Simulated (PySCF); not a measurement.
HKO, singlet, at a GFN2-xTB geometry (such geometries of metal compounds can be far from the true shape); PBE0/3-21G (PySCF).

Here is a job for PySCF.
```python
from pyscf import gto, scf, dft

mol = gto.Mole()
mol.atom = '''
    K    -0.515992   -0.253325   -0.435053
    O     1.047786    0.444316    0.880931
    H     1.421565    1.258641    1.218564
'''
mol.basis = '3-21g'
mol.charge = 0
mol.spin = 0
mol.verbose = 4
mol.build()

mf = dft.RKS(mol)
mf.xc = 'pbe0'
mf.kernel()
```

Output, abridged:

```
PySCF version 2.14.0

[INPUT] verbose = 4
[INPUT] num. atoms = 3
[INPUT] num. electrons = 28
[INPUT] charge = 0
[INPUT] spin (= nelec alpha-beta = 2S) = 0
[INPUT] symmetry False subgroup None
[INPUT] Mole.unit = angstrom
[INPUT] Symbol           X                Y                Z      unit          X                Y                Z       unit  Magmom
[INPUT]  1 K     -0.515992000000  -0.253325000000  -0.435053000000 AA   -0.975083562467  -0.478714870505  -0.822131019670 Bohr   0.0
[INPUT]  2 O      1.047786000000   0.444316000000   0.880931000000 AA    1.980028577154   0.839635552762   1.664718324639 Bohr   0.0
[INPUT]  3 H      1.421565000000   1.258641000000   1.218564000000 AA    2.686368518267   2.378486779149   2.302752225254 Bohr   0.0

nuclear repulsion = 45.0605955868362
number of shells = 16
number of NR pGTOs = 57
number of NR cGTOs = 28
basis = 3-21g
ecp = {}

******** <class 'pyscf.dft.rks.RKS'> ********
method = RKS
initial guess = minao
damping factor = 0
level_shift factor = 0
DIIS = <class 'pyscf.scf.diis.CDIIS'>
diis_start_cycle = 1
diis_space = 8
diis_damp = 0
SCF conv_tol = 1e-09
SCF conv_tol_grad = None
SCF max_cycles = 50
direct_scf = True
direct_scf_tol = 1e-13
XC library pyscf.dft.libxc version 7.1.2
    S. Lehtola, C. Steigemann, M. J. T. Oliveira, and M. A. L. Marques,  SoftwareX 7, 1–5 (2018)
XC functionals = pbe0
    C. Adamo and V. Barone,  J. Chem. Phys. 110, 6158 (1999)
    M. Ernzerhof and G. E. Scuseria,  J. Chem. Phys. 110, 5029 (1999)
radial grids:
    Treutler-Ahlrichs [JCP 102, 346 (1995); DOI:10.1063/1.469408] (M4) radial grids

becke partition: Becke, JCP 88, 2547 (1988); DOI:10.1063/1.454033
pruning grids: <function nwchem_prune>
grids dens level: 3
symmetrized grids: False
atomic radii adjust function: <function treutler_atomic_radii_adjust>
small_rho_cutoff = 0
Set gradient conv threshold to 3.16228e-05
Initial guess from minao.
tot grids = 43936
init E= -671.491179523447
  HOMO = -0.427034631175596  LUMO = -0.0846959481098319  gap/eV = 9.31551
cycle= 1 E= -671.816577391656  delta_E= -0.325  |g|=    1  |ddm|= 1.34
  HOMO = 0.0140403656671724  LUMO = 0.0168498288585364  gap/eV = 0.07645
cycle= 2 E= -666.97226708432  delta_E= 4.84  |g|= 2.83  |ddm|= 3.94
  HOMO = -0.345370930393474  LUMO = -0.0557810054027681  gap/eV = 7.88014
cycle= 3 E= -671.939526162154  delta_E= -4.97  |g|= 0.526  |ddm|= 3.84
  HOMO = -0.0892563028849716  LUMO = -0.0409562127445238  gap/eV = 1.31431
cycle= 4 E= -672.008887963191  delta_E= -0.0694  |g|= 0.183  |ddm|= 0.95
  HOMO = -0.122141008717969  LUMO = -0.0440767214957942  gap/eV = 2.12424
cycle= 5 E= -672.016066188396  delta_E= -0.00718  |g|= 0.0536  |ddm|= 0.133
  HOMO = -0.135274996873428  LUMO = -0.0465437907313713  gap/eV = 2.41450
cycle= 6 E= -672.016699543965  delta_E= -0.000633  |g|= 0.00244  |ddm|= 0.0522
  HOMO = -0.134731219617445  LUMO = -0.046372284671123  gap/eV = 2.40437
cycle= 7 E= -672.016700989036  delta_E= -1.45e-06  |g|= 0.000685  |ddm|= 0.00273
  HOMO = -0.134583416651282  LUMO = -0.0463473925002948  gap/eV = 2.40102
cycle= 8 E= -672.01670114656  delta_E= -1.58e-07  |g|= 3.41e-05  |ddm|= 0.00116
  HOMO = -0.134589517879783  LUMO = -0.0463454299828241  gap/eV = 2.40124
cycle= 9 E= -672.016701150408  delta_E= -3.85e-09  |g|= 2.12e-05  |ddm|= 0.000314
  HOMO = -0.134583989896899  LUMO = -0.0463457848819235  gap/eV = 2.40108
cycle= 10 E= -672.016701150617  delta_E= -2.09e-10  |g|= 7.58e-06  |ddm|= 6.05e-05
  HOMO = -0.134588849796798  LUMO = -0.0463462728635826  gap/eV = 2.40120
Extra cycle  E= -672.016701150528  delta_E= 8.94e-11  |g|= 2.12e-05  |ddm|= 3.03e-05
converged SCF energy = -672.016701150528
```
